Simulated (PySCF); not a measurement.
B: excitation energy

B [He] 2s2 2p1 (2P) → B [He] 2s1 2p1 3s1 (4P), as a difference of total energies. All numbers are calculated (PySCF 2.14, no relativity, point nucleus, in dyall-av3z (15s9p3d2f, 71 functions)). Correlated levels: valence: 1s2 frozen; virtual orbitals above 40 to 60 times the deepest correlated orbital energy dropped. The calculations carry no spin-orbit coupling.

| method | excitation energy (eV) |
| --- | --- |
| UHF | 8.012 |
| MP2 (valence) | 9.099 |
| SCS-MP2 (valence) | 9.378 |
| CCSD (valence) | 9.533 |
| CCSD(T) (valence) | 9.569 |

Q: How much does correlation contribute at CCSD(T) (valence)?

A: 9.569 − (8.012) = 1.557 eV, measured against UHF.

The upper state lies above the first ionisation limit, but in LS coupling its spin forbids autoionisation to the ground ion. A Rydberg-like electron needs more diffuse functions than a valence basis has.

The promoted electron is Rydberg-like, and one or two diffuse shells describe it only roughly, which tends to raise the upper state.
